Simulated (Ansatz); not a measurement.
Relaxation of [GaClH3]- (GaH3Cl⁻) with RKS PBE-D4/def2-TZVPD.

```sh
$ ansatz run in.yaml --threads 4 --pin off --events-out ev --progress --plain --max-ram 3916MiB
```

```yaml
crystal:
  periodic: [false, false, false]
  atoms:
    - {symbol: Ga, position_ang: [0.002750, -0.000930, -0.104610]}
    - {symbol: Cl, position_ang: [0.007540, -0.017830, 1.986020]}
    - {symbol: H, position_ang: [1.480820, 0.011930, -0.640690]}
    - {symbol: H, position_ang: [-0.748550, 1.287050, -0.607140]}
    - {symbol: H, position_ang: [-0.742550, -1.280220, -0.633580]}
basis:
  gaussian: {orbitals: def2-TZVPD}
total_charge: -1
hamiltonian: {xc: pbe, dispersion: d4}
scf: {lower_state_search: "off"}
output: {orbitals: {seedname: orbitals}}
relax: {f_tol: 0.02, max_steps: 100}
```

Run time 2.8 s (4 threads of Intel Xeon on a shared host).

Positions (Å) and forces (eV/Å) at steps 1, 2, 3, 4 of 4:

```xyz
5
step=1 energy=-64939.1007 eV
Ga    0.003   -0.001   -0.105   -0.031    0.043   -2.576
Cl    0.008   -0.018    1.986    0.021   -0.029    2.960
H     1.481    0.012   -0.641    0.661   -0.002   -0.124
H    -0.749    1.287   -0.607   -0.326    0.567   -0.125
H    -0.743   -1.280   -0.634   -0.325   -0.579   -0.136
5
step=2 energy=-64939.4196 eV
Ga   -0.002    0.002   -0.164   -0.004    0.012   -0.835
Cl    0.013   -0.020    2.077    0.003   -0.007    0.747
H     1.538    0.010   -0.646    0.066    0.001    0.027
H    -0.779    1.340   -0.621   -0.030    0.050    0.032
H    -0.770   -1.332   -0.646   -0.035   -0.057    0.029
5
step=3 energy=-64939.4554 eV
Ga   -0.001    0.002   -0.209   -0.001    0.001   -0.090
Cl    0.013   -0.020    2.117    0.000   -0.001    0.056
H     1.554    0.011   -0.646   -0.026    0.000    0.012
H    -0.787    1.353   -0.618    0.014   -0.024    0.011
H    -0.779   -1.346   -0.645    0.013    0.024    0.012
5
step=4 energy=-64939.4558 eV
Ga   -0.001    0.002   -0.215    0.000    0.000    0.006
Cl    0.013   -0.020    2.121    0.000    0.000   -0.001
H     1.553    0.011   -0.645    0.000    0.000   -0.002
H    -0.786    1.352   -0.618    0.000   -0.001   -0.002
H    -0.778   -1.345   -0.644    0.000    0.001   -0.002
```
